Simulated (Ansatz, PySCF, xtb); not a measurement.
Reaction (SMILES): OCC(F)(F)F [2,2,2-trifluoroethanol] + 5 [H][H] (H2) -> 2 C (CH4) + 3 F (HF) + O (H2O)
Each molecule is optimised on its own at B3LYP-D3(BJ)/def2-TZVP (Ansatz, a program for electronic structure), one conformer each, not searched for the lowest.

Property: energy of full hydrogenation (enthalpy at 298 K, with B3LYP-D3(BJ) rigid-rotor harmonic-oscillator terms from PySCF), in kcal/mol. Valence correlation only, unless marked. No spin-orbit coupling. Non-relativistic unless marked X2C. Basis-set limits of correlation are two-point, X^-3; Hartree-Fock from the larger set. The bracket is a focal-point correction in the basis named.

```tsv
level	program	energy of full hydrogenation (kcal/mol)
GFN1-xTB	xtb	-66.0
HF/STO-3G	Ansatz	-8.1
HF/def2-TZVPD	PySCF	-76.5
BLYP-D4/def2-TZVPD	Ansatz + dftd4	-67.2
revPBE-D3(BJ)/def2-TZVPD	Ansatz + dftd3	-70.4
r2SCAN/def2-TZVPD	Ansatz	-64.8
PBE0/def2-SVP	Ansatz	-51.7
M06-2X/def2-TZVPD	PySCF	-64.9
CAM-B3LYP-D3(BJ)/def2-TZVPD	Ansatz + dftd3	-70.5
CAM-B3LYP-D4/def2-TZVPD	Ansatz + dftd4	-69.9
CAM-B3LYP/def2-TZVPD	Ansatz	-71.7
LC-wPBE/def2-TZVPD	Ansatz	-74.6
wB97X-V/def2-TZVPD	Ansatz	-67.1
B2PLYP-D4/def2-TZVPD	Ansatz + dftd4	-72.2
RPA@PBE/cc-pVTZ	Ansatz	-65.9
MP2/STO-3G	Ansatz	18.2
MP2/cc-pVTZ	Ansatz	-74.3
SCS-MP2/aug-cc-pVDZ	Ansatz	-83.5
SCS-MP2/cc-pVTZ	Ansatz	-72.3
X2C-CCSD(T)/cc-pVTZ-DK	Ansatz	-71.0
RI-MP2/CBS(cc-pVTZ,cc-pVQZ)+[CCSD(T)-MP2]/cc-pVTZ	Ansatz	-77.1
```
